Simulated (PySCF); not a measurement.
C2H3AuN, SMILES C[N+]#[C-]->[Au] (connectivity only; charge and spin as stated), neutral, multiplicity 2.

The structure is a stationary point at B3LYP-D3(BJ)/def2-SVP. A frequency run showed that this geometry is not a minimum. The spin state was assumed, not searched. The isomer is the one that the SMILES or the coordinates give; other isomers of the formula were not compared. The def2 effective core potentials stand for the cores of Au; spin–orbit coupling is left out.

Level of theory: B3LYP-D3(BJ)/def2-SVP in PySCF.

Frequencies are harmonic and unscaled.

```tsv
mode	ν (cm⁻¹)	IR (km/mol)	moving atoms (share of kinetic energy)
1	33i	0.1	H 70 %, C 26 %
2	86	19.4	C 57 %, N 19 %, H 18 %
3	229	5.8	N 57 %, C 24 %, Au 10 %, H 9 %
4	297	5.4	N 56 %, C 31 %, H 13 %
5	349	11.5	C 77 %, N 16 %
6	998	1.8	C 76 %, N 13 %, H 11 %
7	1126	0.6	H 73 %, C 20 %
8	1128	0.1	H 74 %, C 20 %
9	1432	59.9	H 83 %, C 17 %
10	1454	9.2	H 97 %
11	1458	11.6	H 97 %
12	2240	827.2	N 54 %, C 45 %
13	3034	32.5	H 97 %
14	3124	4.2	H 90 %, C 10 %
15	3129	1.8	H 90 %, C 10 %
```
